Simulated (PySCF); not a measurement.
PySCF 2.14 output of an unrestricted PBE calculation on a single atom or ion in aug-cc-pVDZ-PP with ECP28MDF, with scalar relativity through the core potential:

```
SCF conv_tol = 1e-09
number electrons alpha = 10  beta = 6
    J. P. Perdew, K. Burke, and M. Ernzerhof.,  Phys. Rev. Lett. 77, 3865 (1996)
    J. P. Perdew, K. Burke, and M. Ernzerhof.,  Phys. Rev. Lett. 78, 1396 (1997)
    J. P. Perdew, K. Burke, and M. Ernzerhof.,  Phys. Rev. Lett. 77, 3865 (1996)
    J. P. Perdew, K. Burke, and M. Ernzerhof.,  Phys. Rev. Lett. 78, 1396 (1997)
cycle= 1 E= -94.498296351976  delta_E= -0.00631  |g|= 0.0893  |ddm|= 0.293
cycle= 2 E= -94.4926564437248  delta_E= 0.00564  |g|= 0.149  |ddm|= 0.239
cycle= 3 E= -94.5017528960027  delta_E= -0.0091  |g|= 0.00333  |ddm|= 0.152
cycle= 4 E= -94.5017591983478  delta_E= -6.3e-06  |g|= 0.000374  |ddm|= 0.00375
cycle= 5 E= -94.5017592630685  delta_E= -6.47e-08  |g|= 1.76e-05  |ddm|= 0.000405
cycle= 6 E= -94.501759263208  delta_E= -1.39e-10  |g|= 3.98e-07  |ddm|= 1.82e-05
converged SCF energy = -94.501759263208  <S^2> = 6.0008329  2S+1 = 5.0003331
```

The run itself started from symmetry-adapted Hartree-Fock orbitals and held the occupation by maximum overlap, on a logarithmic radial grid, so the iterations belong to that start.

Task: Which element, charge and spin multiplicity is this?

Result: Ru (ruthenium, neutral), multiplicity 5; the state was [Kr] 4d7 5s1, high-spin 5F determinant.

Energies and moments cover only the electrons outside the core potential.
